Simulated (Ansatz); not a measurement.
Basis-set extrapolation for H4O2Si2 (PBE0-D4/def2-TZVP geometry, frozen core, Ansatz). Multiplicity 1, RHF reference.

```tsv
	def2-TZVPP	def2-QZVPP
HF	-729.985342	-730.012100
MP2 correlation	-0.744949	-0.801001
CCSD(T) correlation	-0.817786	not run
```

Energies in hartree. Use E(X) = E(∞) + A·exp(−7.88·√X) for Hartree–Fock and E(X) = E(∞) + B·X^(−2.97) for correlation, with X = 3 and 4, and add CCSD(T) minus MP2 of the smaller set to the MP2 limit.

Task: What is the CCSD(T) energy at the basis-set limit?

Result: HF limit: -730.012100 + (-0.026758) × 0.13774 = -730.01579. MP2 limit: -0.801001 + (-0.056052) × 0.74074 = -0.84252. Higher-order term: -0.817786 − (-0.744949) = -0.07284. Total: -730.93115 hartree, 336.1 kJ/mol below CCSD(T)/def2-TZVPP.
